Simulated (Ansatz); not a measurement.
Basis-set extrapolation for `N#CC1=CCC=C1` (PBE0-D4/def2-TZVP geometry, frozen core, the Gaussian-basis code of Ansatz). Multiplicity 1, RHF reference.

```
                      def2-TZVPP   def2-QZVPP
                 HF  -284.630801  -284.642359
    MP2 correlation    -1.123285    -1.194927
CCSD(T) correlation    -1.207187      not run
```

Energies in hartree. Use E(X) = E(∞) + A·exp(−7.88·√X) for Hartree–Fock and E(X) = E(∞) + B·X^(−2.97) for correlation, with X = 3 and 4, and add CCSD(T) minus MP2 of the smaller set to the MP2 limit.

Q: What is the CCSD(T) energy at the basis-set limit?

A: HF limit: -284.642359 + (-0.011558) × 0.13774 = -284.64395. MP2 limit: -1.194927 + (-0.071642) × 0.74074 = -1.24800. Higher-order term: -1.207187 − (-1.123285) = -0.08390. Total: -285.97585 hartree, 3.75 eV below CCSD(T)/def2-TZVPP.
